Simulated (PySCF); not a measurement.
# How methods differ on the excitation energy of Ge²⁺

Ge²⁺ [Ar] 3d10 4s2 (1S) → Ge²⁺ [Ar] 3d10 4s1 4p1 (3P), as a difference of total energies. Computed with PySCF 2.14 in aug-cc-pwCVDZ-PP with ECP10MDF (6s5p4d1f, 48 functions), with a scalar-relativistic core potential. Correlated levels: valence: 3s2 3p6 3d10 frozen; valence and next inner shell: nothing frozen outside the core potential. The calculations carry no spin-orbit coupling.

```json
{"method": "UHF", "excitation energy (eV)": "6.446"}
{"method": "LDA", "excitation energy (eV)": "8.552"}
{"method": "PBE0", "excitation energy (eV)": "7.869"}
{"method": "r2SCAN", "excitation energy (eV)": "7.718"}
{"method": "BHandHLYP", "excitation energy (eV)": "7.900"}
{"method": "r2SCAN0", "excitation energy (eV)": "7.539"}
{"method": "TPSS", "excitation energy (eV)": "7.869"}
{"method": "HSE06", "excitation energy (eV)": "7.912"}
{"method": "MP2 (valence)", "excitation energy (eV)": "7.130"}
{"method": "SCS-MP2 (valence)", "excitation energy (eV)": "7.320"}
{"method": "SCS-MP2 (valence and next inner shell)", "excitation energy (eV)": "7.785"}
```

**Question.** Estimate what MP2 (valence and next inner shell) gives.

**Answer.** 7.687 eV, closest to r2SCAN among the rows shown.

**Question.** Estimate what PBE gives.

**Answer.** 8.242 eV, closest to LDA among the rows shown.
